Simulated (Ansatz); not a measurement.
**A barrier at the coupled-cluster level**

Start structure (SnH$_{2}$Cl$_{2}$O$_{2}$, closed shell), relaxed at PBE0-D4/def2-TZVP:

```
7
angstrom
Sn -0.3558 -0.0733 -0.1378
O 0.6921 0.9863 1.1020
O 0.8319 -0.5513 -1.5828
H 1.7556 -0.4656 -1.3260
Cl -2.1190 1.0887 -1.0218
Cl -1.1853 -1.9204 0.9562
H 0.3803 0.9357 2.0102
```

The step: SnH₂Cl₂O₂ ([OH][Sn]([OH])([Cl])[Cl]) → SnCl₂O ([O][Sn]([Cl])[Cl]) + H₂O (still joined by a long Sn–O bond); bonds formed: O2–H4; bonds broken: O3–H4; bonds weakened to dative contacts: Sn1–O2. Computed with Ansatz 0.2.0 (basis: def2-TZVPP and def2-QZVPP); correlated methods freeze the cores. Filled d shells of the heavier atoms are correlated. Core potentials replace the inner electrons of the atoms past krypton. The def2 sets are not built for correlating such inner shells, so the correlated values are less sure here. Extrapolation: Hartree–Fock as exp(−7.88 √X), correlation as X^−2.97. Energies below are by CCSD(T) at an estimated basis limit (MP2 extrapolated from triple and quadruple zeta, plus CCSD(T) − MP2 in triple zeta).

(1) What are the electronic barrier and the energy of the step, from the start structure to the end structure? (An estimate is asked for; the value comes from the calculation.)

No T1 diagnostic of these runs exceeds 0.018.

## Answers

(1) By the calculation: Barrier 1.947 eV; step energy 1.776 eV (uphill); reverse barrier, their difference, 0.171 eV. Barrier and step energy count from the start structure, the reverse barrier from the end structure.

The saddle point: One imaginary mode of 699i cm⁻¹.
| pair | start (Å) | saddle (Å) | end (Å) |
| --- | --- | --- | --- |
| O2–H4 | 3.02 | 1.10 | 0.97 |
| Sn1–O2 | 1.94 | 2.17 | 2.29 |
| O3–H4 | 0.96 | 1.46 | 2.56 |

Zero-point energy (harmonic, PBE0-D4): ZPE is 0.780 eV at the start and 0.729 eV at the saddle, so the barrier goes from 1.947 to 1.896 eV.

Labels in which every atom is bracketed show which atoms are joined, not bond orders.

For scale, one of the runs: CCSD(T)/def2-TZVPP, 224 basis functions, launched by `ansatz run in.yaml --threads 8 --pin off --events-out ev --progress --plain --max-ram 19148MiB`. Hardware: 8 CPU threads of an Intel Xeon Platinum 8488C, shared host. Wall time 49 s; peak host memory 4 GiB.
